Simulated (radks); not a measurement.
Polarisability of the argon ion Ar8+, [Ne], at imaginary frequency. Method: scalar-relativistic Kohn-Sham, LDA (Slater exchange, Perdew-Wang correlation), spin-unpolarised, spherical densities, finite nucleus; Fermi nuclear charge, rms radius 3.4274 fm; computed with a radial shooting solver on a logarithmic mesh with Libxc functionals. Response by self-consistent Sternheimer equations with the Hartree and adiabatic LDA kernel, the relativistic mass of each level held fixed and spin-orbit coupling left out.

w (hartree),alpha1(iw) (bohr^3),alpha2(iw) (bohr^5)
0.00266,0.03824,0.01143
0.0143,0.03824,0.01143
0.0360,0.03824,0.01143
0.0697,0.03823,0.01143
0.118,0.03823,0.01143
0.186,0.03823,0.01143
0.280,0.03822,0.01143
0.413,0.03819,0.01142
0.605,0.03814,0.01141
0.892,0.03803,0.01138
1.35,0.03777,0.01131
2.12,0.03710,0.01114
3.59,0.03518,0.01064
6.94,0.02909,0.009009
17.5,0.01370,0.004505

Static values: alpha1 = 0.03824 bohr^3 (0.005666 angstrom^3; uncoupled 0.04181), alpha2 = 0.01143 bohr^5, alpha3 = 0.005348 bohr^7. C6 = 0.01419, C8 = 0.02206, triple-dipole C9 = 0.0003974 atomic units. One-pole (London) frequency 4 C6 / (3 alpha1^2) = 12.941 hartree, against 14.521 for minus the highest occupied eigenvalue.
